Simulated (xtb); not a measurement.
C₂H₁₀O₂Si₂, SMILES CC([SiH2]O)[SiH2]O. All values are semi-empirical tight-binding results from xtb (GFN2-xTB unless named), good for trends rather than for accurate numbers. Coordinates come from a GFN2-xTB optimisation. This is a generated structure with no PubChem entry under its InChIKey; it may be hypothetical. The values are those of a single conformer.

Optimised geometry:

```xyz
16

C     -0.1675     0.2357     1.8486
C      0.0626    -0.5411     0.5482
Si     1.3626     0.3173    -0.5472
O      2.7165     0.6848     0.2855
Si    -1.5740    -0.8324    -0.3808
O     -2.1974     0.5518    -0.9614
H      0.7620     0.3540     2.4052
H     -0.8824    -0.2757     2.4935
H     -0.5526     1.2334     1.6418
H      0.4510    -1.5279     0.8222
H      0.9582     1.6560    -0.9561
H      1.6871    -0.5662    -1.6704
H      3.2161     0.0172     0.7464
H     -1.3987    -1.6081    -1.5993
H     -2.5236    -1.4587     0.5494
H     -2.2804     1.3277    -0.4144
```

```yaml
orbital_gap: 5.70 eV
dipole_moment: 1.91 D
zero_point_energy: 72.0 kcal/mol
G − E(el) at 298.15 K (modified RRHO): 50.0 kcal/mol
static polarisability (D4 model): 92.8 bohr³
solvation energy, GFN2-xTB/ALPB(water): -6.3 kcal/mol
solvation energy, GFN2-xTB/ALPB(toluene): -3.8 kcal/mol
```

### Question
Give the atomic charges and the Wiberg bond orders between heavy atoms. (An estimate is asked for; the answer gives what the named calculation found.)

### Answer
charges (e) C1 -0.10, C2 -0.23, Si3 0.52, O4 -0.49, Si5 0.51, O6 -0.48, H7 0.02, H8 0.02, H9 0.01, H10 0.00, H11 -0.09, H12 -0.11, H13 0.30, H14 -0.09, H15 -0.10, H16 0.30. Bond orders C1–C2 1.03, C2–Si3 0.88, Si3–O4 1.17, C2–Si5 0.87, Si5–O6 1.19.
